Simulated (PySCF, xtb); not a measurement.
C5H7FO, SMILES CO[C@]1(F)C=CC1.

GFN2-xTB in xtb 6.7.1 at its own geometry gives an orbital gap of 4.59 eV and a dipole moment of 3.65 D.

The structure is a stationary point at B3LYP-D3(BJ)/def2-SVP. The structure was generated by enumeration; whether it is a known compound was not checked. One conformer was computed; it need not be the lowest.

Question: What does ωB97X/def2-TZVP run with PySCF give? (Estimate from the structure and the level; the computed values follow.)

Answer: gap 11.92 eV (levels -10.05 and 1.86 eV), dipole 3.05 D.
